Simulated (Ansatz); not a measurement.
Start from `N[SiH](O)[SnH3]` and change one atom or group to get `N[SiH](O)C=S`.

Ansatz, PBE0-D4/def2-TZVP geometries, multiplicity 1. Each molecule was computed in one conformer, which needn't be the lowest.

Elements past krypton have def2 core potentials.

| property | `N[SiH](O)[SnH3]` |
| --- | --- |
| LUMO energy (ωB97M-V/def2-TZVPP) / eV | 1.51 |
| HOMO–LUMO gap (PBE0/def2-TZVPP) / eV | 7.26 |
| HOMO energy (PBE0/def2-TZVPP) / eV | -7.30 |
| size of the dipole moment (PBE/def2-TZVPP) / D | 1.12 |
| HOMO–LUMO gap (PBE/def2-TZVPP) / eV | 5.33 |
| LUMO energy (PBE0/def2-TZVPP) / eV | -0.04 |

What does the change do to each property? (Estimate.)

The calculation gave: 
| property | `N[SiH](O)C=S` | shift |
| --- | --- | --- |
| LUMO energy (ωB97M-V/def2-TZVPP) / eV | -0.45 | -1.96 |
| HOMO–LUMO gap (PBE0/def2-TZVPP) / eV | 3.66 | -3.60 |
| HOMO energy (PBE0/def2-TZVPP) / eV | -6.30 | 1.00 |
| size of the dipole moment (PBE/def2-TZVPP) / D | 2.10 | 0.98 |
| HOMO–LUMO gap (PBE/def2-TZVPP) / eV | 1.52 | -3.81 |
| LUMO energy (PBE0/def2-TZVPP) / eV | -2.64 | -2.60 |

With PBE0 the HOMO rises by 1.00 eV and the LUMO falls by 2.60 eV, so the gap narrows by about 3.60 eV. PBE moves the HOMO by 1.05 eV and ωB97M-V by 0.86 eV. Dipoles are sizes alone; their direction can turn.
